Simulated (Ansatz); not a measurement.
C2H6O2SSi, SMILES `OC(=S)OC[SiH3]` from Hartree–Fock to CCSD(T)

Cartesian coordinates in Å:
```
O 0.6831 1.8559 1.1955
C 1.1919 1.4779 0.0240
S 2.3832 2.2769 -0.7558
O 0.6333 0.3847 -0.4475
C -0.4135 -0.2647 0.2977
Si -0.9726 -1.7749 -0.6952
H 1.1618 2.6588 1.4428
H -0.0404 -0.5572 1.2831
H -1.2427 0.4304 0.4556
H -1.4939 -1.3456 -2.0155
H 0.1628 -2.7124 -0.8723
H -2.0530 -2.4298 0.0876
```

The species carries charge 0 and has multiplicity 1. All single points use the PBE0-D4/def2-TZVP geometry. It is one conformer, not always the lowest. Frozen core, restricted reference, Ansatz 0.2.0. CBS rows extrapolate triple and quadruple zeta; past MP2 they add the triple-zeta difference.

```
     basis     HF (Eh)  MP2 corr.  CCSD corr.       (T)  CCSD(T) total
def2-TZVPP  -915.51973   -1.09191    -1.13717  -0.05015     -916.70705
def2-QZVPP  -915.55039   -1.17580           –         –              –
 CBS(def2)  -915.55461   -1.23795    -1.28322     as TZ     -916.88798
```
